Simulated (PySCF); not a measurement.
# Worked example: oscillator strength and radiative lifetime

SnH₂, SMILES [SnH2] (connectivity only; charge and spin as stated), neutral, multiplicity 1.

The structure is a stationary point at B3LYP-D3(BJ)/def2-TZVPD. The def2 effective core potentials stand for the cores of Sn; spin–orbit coupling is left out.

TDDFT-M06-2X/def2-TZVPD in PySCF puts the first singlet state with f over 0.02 at 5.72 eV (vertical), with the transition dipole (0.000, 0.000, 1.176) in atomic units.

Question: Find the oscillator strength, the wavelength and the radiative lifetime that this transition would have in vacuum if emission retraced absorption.

Answer: 
|μ|² = 1.3830 au, so |μ| = 2.99 D. ΔE = 5.72/27.211 = 0.2102 hartree. f = (2/3) ΔE |μ|² = 0.194 (the program prints 0.194).
λ = 1239.84/5.72 = 217 nm; ν = 46135 cm⁻¹.
Einstein's coefficient A = 0.6670 ν² f s⁻¹ (ν in cm⁻¹) = 2.8e8 s⁻¹, so τ = 1/A = 3.6 ns. This state is S3; the lower singlets have f = 0.014, 0.000. The figure is the radiative limit of this one transition; relaxation, internal conversion, crossing to triplets and a medium change what is measured.
